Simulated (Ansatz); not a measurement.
`[BH2][GaH2]` + `C[SeH]` → `B[Se]C` + `[GaH3]` at 298.15 K and 1 bar (cleavage of the B–Ga bond).

Computed with Ansatz on PBE0-D4/def2-TZVP structures; ΔE is electronic, products minus reactants. CCSD(T)/CBS is the MP2 limit (def2-TZVPP, def2-QZVPP) plus CCSD(T) − MP2 in def2-TZVPP, frozen cores. For Ga, Se outer-core shells are correlated without core-valence functions, which leaves a few kJ/mol of doubt a bond. Scalar relativity is left out up to krypton.

```json
{"species": "`[BH2][GaH2]`", "CCSD(T)/CBS energy (Eh)": "-1951.07352", "H − E (kJ/mol)": "98.4", "S (J/(mol·K))": "269.2"}
{"species": "`C[SeH]`", "CCSD(T)/CBS energy (Eh)": "-2441.15625", "H − E (kJ/mol)": "129.5", "S (J/(mol·K))": "267.5"}
{"species": "`B[Se]C`", "CCSD(T)/CBS energy (Eh)": "-2466.56684", "H − E (kJ/mol)": "169.4", "S (J/(mol·K))": "301.6"}
{"species": "`[GaH3]`", "CCSD(T)/CBS energy (Eh)": "-1925.70545", "H − E (kJ/mol)": "59.6", "S (J/(mol·K))": "218.4"}
```

H − E and S are ideal-gas, rigid-rotor, harmonic terms from PBE0-D4/def2-TZVP. 1 Eh = 2625.50 kJ/mol, R = 8.31446 J/(mol·K).

By hand: ΔE, ΔH, ΔS and ΔG.

ΔE = (-2466.56684) + (-1925.70545) − (-1951.07352) − (-2441.15625) = -0.04252 Eh = -111.6 kJ/mol. Δ(H − E) = 169.4 + 59.6 − 98.4 − 129.5 = 1.1, so ΔH = -110.5 kJ/mol. ΔS = 301.6 + 218.4 − 269.2 − 267.5 = -16.7 J/(mol·K). ΔG = -110.5 − 298.15 × (-16.7)/1000 = -105.5 kJ/mol.

By hand: the equilibrium constant, and the temperature at which ΔG would vanish if ΔH and ΔS stayed fixed.

log₁₀ K = −ΔG/(RT ln 10) = 18.5. ΔG = 0 at ΔH/ΔS = 6617 K, far beyond where these terms or the molecules hold.

ΔH outweighs TΔS. A doubt of 5 kJ/mol in ΔE shifts log₁₀ K by 0.9 here. These are equilibria of isolated gas molecules and say nothing of rates. Largest T1 diagnostic: 0.014 (customary marks: 0.02 for closed shells, 0.045 for open ones).
